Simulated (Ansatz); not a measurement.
ClHg, charge +1, singlet, at a GFN2-xTB geometry (such geometries of metal compounds can be far from the true shape) (core potentials on Hg), atoms displaced at random by about 0.1 Å a coordinate. Base run: HF/def2-TZVP (Ansatz, a program for electronic structure).

Ansatz was given this input:
Ansatz 0.2 input:
```yaml
crystal:
  periodic: [false, false, false]
  atoms:
    - {symbol: Hg, position_ang: [-0.20944902, 0.03916555, -0.37210748]}
    - {symbol: Cl, position_ang: [-0.05143576, 0.08380280, 1.72947625]}
basis:
  gaussian:
    orbitals: def2-TZVP
hamiltonian:
  xc: hf
total_charge: 1
relax: {}
```

Variants of this job, named by their change:

```json
[
 {"change": "base", "ΔE vs base (kJ/mol)": "0.00", "optimiser steps": "4"},
 {"change": "relax = max_displacement: 0.02", "ΔE vs base (kJ/mol)": "0.00", "optimiser steps": "7"},
 {"change": "relax = f_tol: 0.1", "ΔE vs base (kJ/mol)": "0.03", "optimiser steps": "3"},
 {"change": "relax = max_displacement: 0.5", "ΔE vs base (kJ/mol)": "0.00", "optimiser steps": "4"},
 {"change": "relax = f_tol: 0.05", "ΔE vs base (kJ/mol)": "0.00", "optimiser steps": "4"},
 {"change": "relax = f_tol: 0.002", "ΔE vs base (kJ/mol)": "0.00", "optimiser steps": "5"},
 {"change": "relax = escape_saddle: false", "ΔE vs base (kJ/mol)": "0.00", "optimiser steps": "4"}
]
```
